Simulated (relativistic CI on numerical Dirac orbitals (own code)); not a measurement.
Yb⁵⁴⁺: computed level list

Calculated at this level of theory: Dirac-Coulomb-Breit CI, separate exchange-only KLI orbitals for each configuration, QED by a radiative potential, unscaled Slater integrals (own radial code, finite nucleus).

Configuration list (outside the closed core [Ne]): 3s2 3p4, 3s 3p5, 3s2 3p3 3d, 3p6, 3s 3p4 3d, 3p5 3d, 3s 3p3 3d2, 3s2 3p2 3d 4p, 3p5 4s, 3s 3p3 3d 4s, 3s2 3p3 4s, 3p5 4p, 3s2 3p3 4p, 3s2 3p3 4d, 3p4 3d 4p, 3s 3p4 4s, 3s2 3p3 4f, 3s 3p4 4p, 3s 3p4 4d, 3s 3p4 4f, 3s2 3p3 5s, 3s2 3p3 5p, 3s2 3p2 4s 4p, 3s2 3p3 5d, 3s2 3p3 5f, 3s2 3p3 5g, 3s 3p3 4s2, 3s 3p4 5s, 3s2 3p2 3d2, 3s2 3p 3d3, 3s 3p2 3d3, 3s2 3p 3d2 4s, 3s2 3p 3d2 4p, 3s2 3p 3d2 4d, 3p4 3d2, 3p3 3d3, 3p3 3d2 4s, 3p3 3d2 4p, 3p3 3d2 4d, 3s2 3p2 3d 4s, 3s 3p2 3d2 4s, 3s2 3p 3d 4s2, 3s2 3p 3d 4s 4p, 3s2 3p 3d 4s 4d, 3p4 3d 4s, 3p3 3d 4s2, 3p3 3d 4s 4p, 3p3 3d 4s 4d, 3s2 3p2 4s2, 3s 3p2 3d 4s2, 3s2 3p 4s2 4p, 3s2 3p 4s2 4d, 3s2 3p2 4p2, 3s2 3p 3d 4p2, 3s 3p2 3d 4p2, 3s2 3p 4s 4p2, 3s2 3p 4p3, 3s2 3p 4p2 4d, 3s 3p3 4s 4p, 3s 3p2 3d 4s 4p, 3s 3p2 4s2 4p, 3s 3p2 4s 4p2, 3s 3p2 4s 4p 4d. Double excitations out of closed p, d and f shells are left out; levels of such configurations are missing from the list, as are those of other unlisted configurations, and high levels can miss mixing partners. These lack a partner that the ground configuration has and come out too high: 3s2 3p3 4f, 3s 3p4 4p, 3s 3p4 4d, 3s 3p4 4f, 3s2 3p3 5s.

The lowest level is 3s2 3p4 3P_2, with 68 % of that term; Hund's rules for 3s2 3p4 give 3P with J = 2, in agreement.

| No. | Configuration | Term | J | E (eV) | % | Landé g | Lifetime (s) |
| --- | --- | --- | --- | --- | --- | --- | --- |
| 1 | 3s2 3p4 | 3P | 2 | 0.000 | 68 | 1.334 |  |
| 2 | 3s2 3p4 | 1S | 0 | 18.626 | 63 |  | 7.38e-02 |
| 3 | 3p3(2P°) 3d | 3D° | 2 | 218.678 | 31 | 1.043 | 1.38e-10 |
| 4 | 3p3(2P°) 3d | 3D° | 1 | 226.401 | 32 | 1.116 | 6.25e-11 |
| 5 | 3p3(2P°) 3d | 3P° | 0 | 226.819 | 61 |  | 1.11e-01 |
| 6 | 3p3(2P°) 3d | 3F° | 3 | 227.100 | 28 | 1.096 | 1.09e-09 |
| 7 | 3s2 3p4 | 3P | 1 | 265.226 | 99 | 1.490 | 4.98e-09 |
| 8 | 3s2 3p4 | 1D | 2 | 274.397 | 68 | 1.143 | 9.54e-09 |
| 9 | 3p3(2P°) 3d | 3F° | 4 | 284.390 | 49 | 1.254 | 8.48e-07 |
| 10 | 3p3(2D°) 3d | 3D° | 2 | 289.757 | 33 | 1.244 | 1.01e-11 |
| 11 | 3p3(2P°) 3d | 3D° | 3 | 308.604 | 40 | 1.193 | 2.51e-12 |
| 12 | 3p3(4S°) 3d | 3D° | 1 | 319.105 | 36 | 1.046 | 3.96e-12 |
| 13 | 3s 3p5 | 3P° | 2 | 434.390 | 84 | 1.468 | 1.74e-12 |
| 14 | 3p2(1S) 3d2(3F) | 3F | 2 | 446.888 | 39 | 0.747 | 4.20e-11 |
| 15 | 3s 3p5 | 1P° | 1 | 454.272 | 37 | 1.185 | 1.43e-12 |
| 16 | 3p2(1S) 3d2(3P) | 3P | 0 | 469.884 | 57 |  | 3.02e-11 |
| 17 | 3p3(2D°) 3d | 3F° | 2 | 474.937 | 44 | 1.025 | 1.20e-10 |
| 18 | 3p3(4S°) 3d | 5D° | 0 | 476.155 | 52 |  | 9.38e-11 |
| 19 | 3p3(2D°) 3d | 3D° | 1 | 477.180 | 47 | 0.976 | 4.48e-12 |
| 20 | 3p3(2D°) 3d | 3G° | 3 | 482.568 | 32 | 1.077 | 3.22e-11 |
| 21 | 3p3(2D°) 3d | 3G° | 4 | 490.790 | 50 | 1.046 | 3.37e-08 |
| 22 | 3p3(2P°) 3d | 3F° | 2 | 502.843 | 64 | 0.821 | 5.46e-12 |
| 23 | 3p2(1S) 3d2(3F) | 3F | 3 | 516.271 | 31 | 1.076 | 5.44e-12 |
| 24 | 3p3(2D°) 3d | 3D° | 3 | 516.661 | 43 | 1.188 | 4.86e-13 |
| 25 | 3p3(2D°) 3d | 3P° | 2 | 522.940 | 30 | 1.252 | 3.48e-13 |
| 26 | 3p2(1S) 3d2(3P) | 3P | 2 | 526.785 | 23 | 1.181 | 4.66e-12 |
| 27 | 3p3(2D°) 3d | 3S° | 1 | 527.715 | 39 | 1.496 | 3.05e-13 |
| 28 | 3p2(1S) 3d2(3P) | 3P | 1 | 530.949 | 36 | 1.520 | 4.42e-12 |
| 29 | 3s2 3p2 3d2 | 3F | 4 | 531.985 | 25 | 1.074 | 4.03e-12 |
| 30 | 3p3(2D°) 3d | 3D° | 3 | 536.765 | 52 | 1.295 | 3.25e-11 |
| 31 | 3p3(4S°) 3d | 5D° | 4 | 537.160 | 52 | 1.292 | 6.30e-09 |
| 32 | 3p3(2P°) 3d | 3D° | 1 | 540.156 | 38 | 0.905 | 2.96e-13 |
| 33 | 3s2 3p4 | 3P | 0 | 546.567 | 62 |  | 1.22e-09 |
| 34 | 3p3(2D°) 3d | 3F° | 4 | 549.057 | 71 | 1.176 | 2.89e-08 |
| 35 | 3p3(4S°) 3d | 3D° | 1 | 551.368 | 42 | 0.933 | 8.78e-12 |
| 36 | 3p3(2D°) 3d | 3G° | 5 | 552.178 | 99 | 1.189 | 3.10e-08 |
| 37 | 3p3(2D°) 3d | 1S° | 0 | 553.372 | 51 |  | 1.75e-11 |
| 38 | 3p3(2P°) 3d | 3D° | 2 | 569.369 | 47 | 1.270 | 5.79e-11 |
| 39 | 3p3(2P°) 3d | 1F° | 3 | 576.047 | 35 | 1.116 | 4.13e-10 |
| 40 | 3p3(4S°) 3d | 3D° | 2 | 579.310 | 45 | 1.100 | 2.24e-12 |
| 41 | 3p3(2D°) 3d | 3S° | 1 | 583.326 | 34 | 1.287 | 1.52e-12 |
| 42 | 3p3(2D°) 3d | 1F° | 3 | 587.175 | 47 | 1.081 | 1.88e-12 |
| 43 | 3p3(2D°) 3d | 3P° | 2 | 591.924 | 41 | 1.228 | 1.22e-12 |
| 44 | 3p2(1S) 3d2(3F) | 3F | 4 | 594.357 | 26 | 1.171 | 2.98e-12 |
| 45 | 3p2(3P) 3d2(1D) | 3F | 2 | 603.045 | 20 | 1.211 | 2.35e-12 |

Energies count from the lowest computed level; ° marks odd parity; lifetimes are radiative, by E1, M1, E2, M2, E3 decay to levels of this space only. Percentages are summed over parent terms; the parents shown are those of the largest component, closed shells are left out there.

The mean weight of the leading LS term, summed over parents, in these 45 levels is 47 %, and that of the leading jj configuration (from the same eigenvectors) 95 %, so jj coupling describes them better and the LS labels are nominal.

At this charge energies of transitions that change n are usually good to better than 1 %, and those within a shell (Δn = 0) to a few per cent.

LS names give the leading component of a level, which can be under half, so a name can repeat, a term be missing and a line seem to break the LS rules.
